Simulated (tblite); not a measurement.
Compound: C4H14OSi3.
Atom-mapped SMILES: `[CH2:1]=[CH:2][SiH2:3][Si@H:4]([SiH3:5])[O:6][CH2:7][CH3:8]` (hydrogens: H9, H10 on C1; H11 on C2; H12, H13 on Si3; H14 on Si4; H15, H16, H17 on Si5; H18, H19 on C7; H20, H21, H22 on C8)

Structure optimised with GFN2-xTB, isolated species.

Question: Give the optimised bond lengths and angles.

Answer: 
```csv
bond,length (Å),order
C1=C2,1.323,double
C2–Si3,1.882,single
Si3–Si4,2.312,single
Si4–Si5,2.323,single
Si4–O6,1.634,single
O6–C7,1.394,single
C7–C8,1.521,single
C1–H9,1.078,single
C1–H10,1.080,single
C2–H11,1.084,single
Si3–H12,1.472,single
Si3–H13,1.474,single
Si4–H14,1.489,single
"Si5–H15, Si5–H16, Si5–H17",1.469,single
C7–H18,1.096,single
C7–H19,1.099,single
"C8–H20, C8–H21, C8–H22",1.087,single
```

Bonds in one row agree within 0.01 Å and their mean is given. Orders are formal, as drawn. A selection of angles:
```csv
angle,degrees
C1–C2–Si3,125.3
C2–Si3–Si4,106.5
Si3–Si4–Si5,120.4
Si3–Si4–O6,98.4
Si5–Si4–O6,111.0
Si4–O6–C7,129.2
O6–C7–C8,112.5
```

Torsions: C1–C2–Si3–Si4 110° (anticlinal); C2–Si3–Si4–Si5 -56° (synclinal); Si3–Si4–O6–C7 174° (antiperiplanar); Si4–O6–C7–C8 70° (synclinal).

Si5 (SiH3 silicon) is distorted tetrahedral (angles from 104.3° to 115.2°). Si4 (oxygen-bound silicon) is distorted tetrahedral (angles from 98.4° to 120.4°). Si3 (SiH2 silicon) is distorted tetrahedral (angles from 105.4° to 115.9°). Of the pairs four or more bonds apart, Si4···H21 is among the closest relative to their van der Waals radii: 3.13 Å, 95 % of the sum of Bondi's values. The 2 C–C bonds span 1.323 Å (C1=C2, drawn double) to 1.521 Å (C7–C8, drawn single), a spread of 0.198 Å.

Point group: C1 (no symmetry element, even within 0.4 Å). Its GFN2-xTB frequencies are all real (lowest 16 cm⁻¹). The numbers are those of one conformer. 3 starts were optimised and ended at 0.00, 1.60 and 1.60 kcal/mol (GFN2-xTB); the lowest of these is shown.

Time: 5.4 s. Hardware: an Arm Neoverse N1 with one thread, on a shared host. These figures are those of the optimisation.

These are computed values.
